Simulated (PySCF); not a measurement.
C3H8O2Si.

```xyz
14

C      2.5312     0.1155    -0.2444
C      1.1029     0.5219     0.0062
O      0.5805     1.4371    -0.6164
C      0.3172    -0.2685     1.0186
Si    -1.2436    -0.9537     0.1641
O     -2.0167     0.3489    -0.5068
H      2.5694    -0.9489    -0.5311
H      2.9709     0.7348    -1.0365
H      3.1195     0.2111     0.6832
H      0.9147    -1.0434     1.5239
H     -0.0712     0.4328     1.7787
H     -0.8138    -1.9723    -0.8454
H     -2.1313    -1.6071     1.1648
H     -1.3670     1.0436    -0.7315
```
Charge 0, spin multiplicity 1.

Coordinates come from a r2SCAN-D4/def2-SVP optimisation. The values are those of a single conformer.

These are PBE0/pcSseg-1 in PySCF values and carry that method's errors. Non-relativistic, no solvent.

Computed absolute GIAO shielding of each atom: isotropic value and principal components (ppm):
```
atom  σ(iso)     σ11     σ22    σ33    span
----  ------  ------  ------  -----  ------
C1     149.3   127.8   130.8  189.3    61.5
C2     -34.3  -109.5   -93.8  100.3   209.8
O3    -312.9  -860.1  -396.8  318.1  1178.2
C4     150.2   129.3   145.6  175.6    46.3
Si5    372.9   336.3   342.9  439.6   103.3
O6     313.0   273.5   316.2  349.1    75.6
H7      28.8    26.3    28.7   31.5     5.2
H8      29.2    25.9    27.3   34.4     8.5
H9      28.8    25.9    28.2   32.4     6.5
H10     29.2    25.9    29.6   32.1     6.2
H11     29.1    26.1    27.3   33.9     7.8
H12     26.3    23.0    25.0   30.9     7.9
H13     26.4    23.0    24.7   31.4     8.4
H14     27.6    15.9    24.8   42.0    26.1
```
